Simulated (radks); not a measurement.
Numerical settings for the technetium ion Tc3+, [Kr] 4d4. All-electron calculation, scalar-relativistic Kohn-Sham, PBE, spin-unpolarised, spherical densities, finite nucleus; Fermi nuclear charge, rms radius 4.4112 fm. Program: a radial shooting solver on a logarithmic mesh with Libxc functionals. The defaults (mesh step 0.008 in ln r, mesh end at 40 bohr or more with all orbitals vanishing there, Anderson mixing 0.5 over 9 steps, residual threshold near 1e-9 with the energy settled to 1e-9 hartree or 1e-11 of itself, here a cap of 93 iterations) give E = -4283.6274 hartree and 4d at -35.154 eV in 15 iterations. Run on one thread of a shared host, so times are rough (Arm Neoverse V1): 0.1 s of CPU time, 0.1 s wall, 15 iterations on 2189 mesh points. Changes against that run (0 stands for a change within the tolerance of the run):

setting                     iterations         converged  E (mhartree)  e(4d) (meV)  CPU (s)
mesh step in ln r 0.003             21               yes             0            0     0.31
mesh step in ln r 0.05              14               yes       +0.0075      -0.0054     0.03
mesh step in ln r 0.12               2                no      diverged            -     0.01
mesh end (bohr) 12                  15               yes             0            0      0.1
mesh end (bohr) 1                   16  level above zero     +1.37e+05     +4.4e+05     0.08
residual threshold 0.1              10               yes             0      -0.0241     0.08
residual threshold 1e-16            93                no             0            0      0.3
mixing 0.01                         36               yes             0            0      0.2
linear mixing, mixing 1             45                no      diverged            -     0.33
linear mixing, mixing 0.05          93                no        +0.223          -93     0.56
mixing history 3                    20               yes             0            0     0.12
iteration cap 5                      5                no       -0.0939        -65.3     0.04

Settled on a wrong energy, with an occupied level pushed above zero by the early mesh end: mesh end (bohr) 1 (+137 hartree). Apart from these: no run marked as converged misses the energy by more than 1 mhartree. A mesh that ends early acts as a hard wall.
